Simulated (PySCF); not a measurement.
A run for PySCF: R-HF/STO-3G on BrHZn (SMILES [ZnH][Br]), a point of a bond scan (R = 2.709 Å).

```python
from pyscf import gto, scf, dft, mp
from pyscf.data.elements import chemcore

mol = gto.M(
    atom='''
    Zn   -0.00000000   -0.00000000   -1.17426818
    H    -0.00000000   -0.00000000   -2.69787527
    Br    0.00000000    0.00000000    1.53517091
    ''',
    basis='sto-3g',
    charge=0, spin=0, verbose=3, max_memory=1800)
mf = scf.RHF(mol)
mf.conv_tol = 1e-8
mf.max_cycle = 100
mf.kernel()
if not mf.converged:
    mf = mf.newton().run(mf.mo_coeff, mf.mo_occ)
```

**Question.** Predict the final total energy.

**Answer.** -4302.4420 hartree.
